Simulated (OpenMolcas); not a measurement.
**What dynamic correlation does to the levels of Si2+**

```yaml
Program: OpenMolcas
Basis: ANO-R2 [5s4p3d1f]
Scalar_Hamiltonian: X2C, finite nucleus
Active_space: 2 electrons in 4 orbitals (3s 3p)
State_averaging: 2S+1 = 3 even, 3 roots; 2S+1 = 1 even, 7 roots; 2S+1 = 3 odd, 3 roots; 2S+1 = 1 odd, 3 roots
Spin-orbit_coupling: RASSI with atomic mean-field integrals over the reference wave functions, term energies averaged over their components
```

Methods on the same reference wave functions:
A. CASSCF
B. SS-CASPT2, IPEA 0.25 Eh, imaginary shift 0.1 Eh (closed shells correlated: 2s 2p)
C. MS-CASPT2, IPEA 0.25 Eh, imaginary shift 0.1 Eh (closed shells correlated: 2s 2p)

Energies in cm-1 above 3s2 1S0, the measured ground level; measured values from NIST levels in Kelleher and Podobedova, J. Phys. Chem. Ref. Data 37, 1285 (2008).

```json
{"Level": "3s2 1S0", "A": "0.0", "B": "0.0", "C": "0.0", "Measured": "0.0"}
{"Level": "3s 3p 3P* 0", "A": "51644", "B": "52051", "C": "52163", "Measured": "52725"}
{"Level": "3s 3p 3P* 1", "A": "51753", "B": "52161", "C": "52273", "Measured": "52853"}
{"Level": "3s 3p 3P* 2", "A": "51974", "B": "52381", "C": "52494", "Measured": "53115"}
{"Level": "3s 3p 1P* 1", "A": "92645", "B": "84586", "C": "84699", "Measured": "82884"}
{"Level": "3p2 3P0", "A": "129437", "B": "129160", "C": "129273", "Measured": "129708"}
{"Level": "3p2 3P1", "A": "129547", "B": "129272", "C": "129384", "Measured": "129842"}
{"Level": "3p2 3P2", "A": "129761", "B": "129450", "C": "129563", "Measured": "130101"}
{"Level": "3p2 1D2", "A": "140630", "B": "130112", "C": "130224", "Measured": "122215"}
{"Level": "3p2 1S0", "A": "165124", "B": "154292", "C": "154517", "Measured": "153444"}
```

Deviations, from unrounded energies. A percentage is the sum of absolute deviations over the sum of measured energies, with the sign that they share, or ± where signs differ.

```csv
Against measurement,Levels,A,B,C
mean absolute deviation (cm-1),9,4900,1600,1600
other configurations (%),9,±4.9,±1.6,±1.6
```

B, C lie about equally close to measurement and A furthest from it. The largest miss of C in the table is 3p2 1D2, by +8000 cm-1. The ranking rests on the paired levels alone, and a cruder setting can come out closer through cancelling errors.

Between B and C the level of the table that moves most is 3p2 1S0, by 220 cm-1 (lowest in B, highest in C).

The lowest spin-free term lies below A's lowest term by 0.224 hartree in B, 0.224 hartree in C.

Over all roots computed the reference weight is 0.91 to 0.99 in B, 0.91 to 0.99 in C; the roots of lowest weight are the least certain, and an intruder state may touch them. The ¹D term of p² mixes with s d, which this space lacks. Some levels mix across a computed gap that differs much from the measured one, so their mixing is not that of the real levels (holds for B; C). Measured partners are found by configuration, term and J. A level has none where our copy of the source lacks it or the pairing is in doubt (some pairs that miss far off the trend of their configuration count as doubtful), and it then counts in no deviation. Levels of configurations outside the active space are missing.

* marks odd parity.
